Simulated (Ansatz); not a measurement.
`[SiH3][N]([SiH3])[Ag]` + HCl → `[Cl][Ag]` + `[SiH3]N[SiH3]` at 500 K and 1 bar (ligand exchange at the Ag–N bond).

Gas-phase electronic energies from Ansatz, PBE0-D4/def2-TZVP geometries. CCSD(T)/CBS adds triple-zeta CCSD(T) − MP2 to the extrapolated MP2 energy (def2 sets, frozen cores). This one scheme is used for every species. Elements past krypton have def2 core potentials. For Ag outer-core shells are correlated without core-valence functions, which leaves a few kJ/mol of doubt a bond.

| species | CCSD(T)/CBS energy (Eh) | H − E (kJ/mol) | S (J/(mol·K)) |
| --- | --- | --- | --- |
| `[SiH3][N]([SiH3])[Ag]` | -783.41096 | 194.2 | 451.8 |
| HCl | -460.38127 | 32.5 | 201.9 |
| `[Cl][Ag]` | -606.73060 | 19.0 | 265.0 |
| `[SiH3]N[SiH3]` | -637.10515 | 216.0 | 394.7 |

H − E and S are ideal-gas, rigid-rotor, harmonic terms from PBE0-D4/def2-TZVP. 1 Eh = 2625.50 kJ/mol, R = 8.31446 J/(mol·K).

**Question.** By hand: ΔE, ΔH, ΔS and ΔG.

**Answer.** ΔE = (-606.73060) + (-637.10515) − (-783.41096) − (-460.38127) = -0.04352 Eh = -114.3 kJ/mol. Δ(H − E) = 19.0 + 216.0 − 194.2 − 32.5 = 8.3, so ΔH = -106.0 kJ/mol. ΔS = 265.0 + 394.7 − 451.8 − 201.9 = 6.0 J/(mol·K). ΔG = -106.0 − 500 × (6.0)/1000 = -109.0 kJ/mol.

**Question.** By hand: the equilibrium constant, and the temperature at which ΔG would vanish if ΔH and ΔS stayed fixed.

**Answer.** log₁₀ K = −ΔG/(RT ln 10) = 11.4. ΔH and −TΔS have one sign here, so there is no such temperature.

The number of gas molecules stays the same, so ΔS is small and ΔH decides. A doubt of 5 kJ/mol in ΔE shifts log₁₀ K by 0.5 here. Modes under 60 cm⁻¹, often nearly free rotors, make the harmonic entropy too high. These are equilibria of isolated gas molecules and say nothing of rates. Largest T1 diagnostic: 0.019 (customary marks: 0.02 for closed shells, 0.045 for open ones).
